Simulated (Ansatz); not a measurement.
TiBr2Cl2⁺. Total charge 1; doublet. Geometry PBE-D4/def2-SVP, that of the neutral singlet; atoms count from 1.

Cartesian coordinates in Å:
```
Ti 0.012 0.038 0.001
Br 1.404 -1.807 -0.272
Br -2.187 -0.693 0.216
Cl 0.178 1.335 -1.732
Cl 0.592 1.126 1.788
```

(1) Estimate the Mulliken populations from the PBE0/def2-TZVP orbitals of Ansatz.

(2) Where does the spin sit?

(3) And the Mayer bond orders between heavy atoms (over 0.3)?

Answers

(1) 
```
atom  charge (e)  spin (α − β)  d electrons
 Ti1        0.98         -0.23         2.28
 Br2        0.11          0.53            –
 Br3        0.11          0.53            –
 Cl4       -0.10          0.08            –
 Cl5       -0.10          0.08            –
```
Mulliken values depend strongly on the basis.

(2) Summed by element: Ti -0.23, Br 1.07, Cl 0.16, of 1 unpaired in all. Largest on single atoms: Br2 0.53, Br3 0.53, Ti1 -0.23.

(3) Ti1–Br2 1.07 (2.33 Å); Ti1–Br3 1.07 (2.33 Å); Ti1–Cl4 1.36 (2.17 Å); Ti1–Cl5 1.36 (2.17 Å).
